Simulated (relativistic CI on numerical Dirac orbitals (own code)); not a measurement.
**Ga+: q coefficients and field-shift factors**

Computed by Dirac-Coulomb-Breit CI, KLI orbitals optimised for each configuration, valence Slater integrals scaled by 0.85, P86 correlation energy added to each configuration, derivatives by finite differences, QED left out (own radial code, finite nucleus).

Configuration list (outside the closed core [Ar] 3d10): 4s2, 4s 4p, 4s 5s, 4p2, 4s 4d, 4s 5p, 4d2, 4s 4f. Levels of other configurations are missing.

With x = (α/α₀)² − 1 an excitation energy changes as ω = ω₀ + qx; K = 2q/ω₀ is the relative enhancement. Terms are leading LS components, so labels can repeat. The field-shift factor is F = δν/δ⟨r²⟩ for the transition from the lowest level.

Lowest level 4s2 1S_0.

```tsv
Level	ω₀ (cm⁻¹)	q (cm⁻¹)	F (GHz/fm²)
4s 4p 3P°_0	43807.7	1334	-1.67
4s 4p 3P°_1	44218.7	1752	-1.67
4s 4p 3P°_2	45065.3	2637	-1.67
4s 4p 1P°_1	71246.9	2165	-1.45
4s 5s 3S_1	98951.8	1818	-0.874
4s 4d 1D_2	103309.2	3491	-2.24
4s 5s 1S_0	103386.6	1825	-0.874
4s 4d 3D_1	109483.0	2548	-1.33
4s 4d 3D_2	109503.4	2568	-1.33
4s 4d 3D_3	109535.6	2600	-1.33
4p2 3P_0	109951.9	3903	-3.58
4p2 3P_1	110391.7	4393	-3.58
4p2 3P_2	111202.2	5230	-3.58
4s 5p 3P°_0	114318.7	2084	-1.22
4s 5p 3P°_1	114404.9	2168	-1.22
4s 5p 3P°_2	114591.3	2364	-1.22
4s 5p 1P°_1	118555.7	2407	-1.31
4p2 1D_2	127017.7	3781	-2.58
4p2 1S_0	132098.7	4937	-3.43
4s 4f 3F°_4	135322.9	2383	-1.16
4s 4f 3F°_3	135323.2	2383	-1.16
4s 4f 3F°_2	135323.4	2383	-1.16
4s 4f 1F°_3	135446.4	2374	-1.16
```

For a near-neutral ion this model can misplace configurations by up to about 10,000 cm⁻¹ (more where the count of f electrons changes) and terms by 10 to 25 % of their spread. Rates follow the energies as ν³ (E1, M1) or ν⁵ (E2), so they and the lifetimes can be off by large factors. The fine structure of a lone outer electron comes out too small, for d and f at times inverted, and misplaced configurations move strength between like terms.

Which transition from the lowest level has the largest |K|?

4s 4p 3P°_2 at 45065.3 cm⁻¹, K = 0.117.
